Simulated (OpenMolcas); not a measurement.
Predicting a hybrid from its neighbours: CH2FNOSi

CH2FNOSi: 7 atoms, total charge 0, spin state singlet. As SMILES, `O=C=N[SiH2]F`. Geometry: relaxed at PBE0-D4/def2-TZVP. This is one conformer, not always the lowest.

The vertical ionisation energy (to the doublet cation) y, in eV, basis cc-pVDZ; a is the functional's share of exact exchange. Programs: OpenMolcas 26.06.

```
functional     program     a  y (eV)
      TPSS  OpenMolcas     0   10.63
    r2SCAN  OpenMolcas     0   10.80
     B3LYP  OpenMolcas   0.2       ?
      PBE0  OpenMolcas  0.25   11.00
     BHLYP  OpenMolcas   0.5   11.17
```

**Question.** Fit y = c + s·a to the known rows and predict B3LYP.

**Answer.** 
1. Means of the 4 rows: a = 0.1875, y = 10.900.
2. Σ(Δa)² = 0.17188, Σ(Δa·Δy) = 0.16, so the slope is 0.16/0.17188 = 0.93088.
3. Intercept: 10.900 − (0.93088) × 0.1875 = 10.725. The largest residual of the fit is 0.095.
4. B3LYP: 10.725 + (0.93088) × 0.2 = 10.91 eV.

The run gave 10.94 eV, so the prediction is off by -0.03 eV, within the largest residual. The rows mix families of semi-local functionals, which the line can't see.
